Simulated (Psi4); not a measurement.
H₃AlOS₂ (SMILES [OH][Al]([SH])[SH]), singlet, at a GFN2-xTB geometry (such geometries of metal compounds can be far from the true shape); Psi4 1.11 with MP2/cc-pV(Q+d)Z.

Here is a job for Psi4.
```
memory 2 GB

molecule mol {
0 1
Al    0.355379   -0.156797    0.029220
O     1.799281   -0.863977    0.338583
H     2.664363   -1.242443    0.400968
S    -1.146580   -0.131904    1.639860
H    -0.313211   -0.770931    2.446140
S    -0.105778    0.747746   -1.914912
H    -1.327596    1.110075   -1.534793
}

set {
  basis cc-pv(q+d)z
  reference rhf
  freeze_core true
}

energy('mp2')
print_variables()
```

What the program printed (banner, timings and long lists left out):

```
    SCF Algorithm Type (re)set to DF.

   => Loading Basis Set <=

    Name: CC-PV(Q+D)Z
    Role: ORBITAL
    Keyword: BASIS

         ---------------------------------------------------------
                                   SCF
               by Justin Turney, Rob Parrish, Andy Simmonett
                          and Daniel G. A. Smith
                              RHF Reference
         ---------------------------------------------------------

  ==> Geometry <==

    Molecular point group: c1
    Full point group: C1

    Geometry (in Angstrom), charge = 0, multiplicity = 1:

       Center              X                  Y                   Z               Mass
    ------------   -----------------  -----------------  -----------------  -----------------
         AL           0.361208287535    -0.163432321607     0.040747601936    26.981538530000
         O            1.805110287535    -0.870612321607     0.350110601936    15.994914619570
         H            2.670192287535    -1.249078321607     0.412495601936     1.007825032230
         S           -1.140750712465    -0.138539321607     1.651387601936    31.972071174400
         H           -0.307381712465    -0.777566321607     2.457667601936     1.007825032230
         S           -0.099948712465     0.741110678393    -1.903384398064    31.972071174400
         H           -1.321766712465     1.103439678393    -1.523265398064     1.007825032230

  Running in c1 symmetry.

  Rotational constants: A =      0.14742  B =      0.07015  C =      0.04753 [cm^-1]
  Rotational constants: A =   4419.39246  B =   2103.10300  C =   1424.98183 [MHz]
  Nuclear repulsion =  246.411165627625053

  Charge       = 0
  Multiplicity = 1
  Electrons    = 56
  Nalpha       = 28
  Nbeta        = 28

  ==> Algorithm <==

  SCF Algorithm Type is DF.
  DIIS enabled.
  MOM disabled.
  Fractional occupation disabled.
  Guess Type is SAD.
  Energy threshold   = 1.00e-08
  Density threshold  = 1.00e-08
  Integral threshold = 1.00e-12

  ==> Primary Basis <==

  Basis Set: CC-PV(Q+D)Z
    Blend: CC-PV(Q+D)Z
    Number of shells: 99
    Number of basis functions: 337
    Number of Cartesian functions: 415
    Spherical Harmonics?: true
    Max angular momentum: 4

   => Loading Basis Set <=

    Name: (CC-PV(Q+D)Z AUX)
    Role: JKFIT
    Keyword: DF_BASIS_SCF

  ==> Integral Setup <==

  SCF_SUBTYPE=INCORE selected. In-core MEM_DF algorithm will be used.
  Using in-core AOs.

  ==> MemDFJK: Density-Fitted J/K Matrices <==

[...]
  @DF-RHF Final Energy: -1113.84937679919153
    Total Energy =                      -1113.8493767991917593
[...]

  //>>>>>>>>>>>>>>>>>>>>>>>>>>>>>>>>>>>//
  //               DFMP2               //
  //<<<<<<<<<<<<<<<<<<<<<<<<<<<<<<<<<<<//

   => Loading Basis Set <=

    Name: (CC-PV(Q+D)Z AUX)
    Role: RIFIT
    Keyword: DF_BASIS_MP2

	 --------------------------------------------------------
	                          DF-MP2
	      2nd-Order Density-Fitted Moller-Plesset Theory

	        Rob Parrish, Justin Turney, Andy Simmonett,
	           Ed Hohenstein, and C. David Sherrill
	 --------------------------------------------------------

   => Auxiliary Basis Set <=

  Basis Set: (CC-PV(Q+D)Z AUX)
    Blend: CC-PVQZ-RI
    Number of shells: 189
    Number of basis functions: 771
    Number of Cartesian functions: 1027
    Spherical Harmonics?: true
    Max angular momentum: 5

	 --------------------------------------------------------
	                 NBF =   337, NAUX =   771
	 --------------------------------------------------------
	   CLASS    FOCC     OCC    AOCC    AVIR     VIR    FVIR
	   PAIRS      16      28      12     309     309       0
	 --------------------------------------------------------

	-----------------------------------------------------------
	 ==================> DF-MP2 Energies <====================
	-----------------------------------------------------------
	 Reference Energy          =   -1113.8493767991915320 [Eh]
	 Singles Energy            =      -0.0000000000000000 [Eh]
	 Same-Spin Energy          =      -0.1681225425473901 [Eh]
	 Opposite-Spin Energy      =      -0.5558231908484620 [Eh]
	 Correlation Energy        =      -0.7239457333958521 [Eh]
	 Total Energy              =   -1114.5733225325873264 [Eh]
	-----------------------------------------------------------
	 ================> DF-SCS-MP2 Energies <==================
	-----------------------------------------------------------
	 SCS Same-Spin Scale       =       0.3333333333333333 [-]
	 SCS Opposite-Spin Scale   =       1.2000000000000000 [-]
	 SCS Same-Spin Energy      =      -0.0560408475157967 [Eh]
	 SCS Opposite-Spin Energy  =      -0.6669878290181543 [Eh]
	 SCS Correlation Energy    =      -0.7230286765339511 [Eh]
	 SCS Total Energy          =   -1114.5724054757254180 [Eh]
	-----------------------------------------------------------

  Variable Map:
  ----------------------------------------------------------------------------
[...]
  Array Variable Map:
  ----------------------------------------------------------------------------
[...]
[...]
```
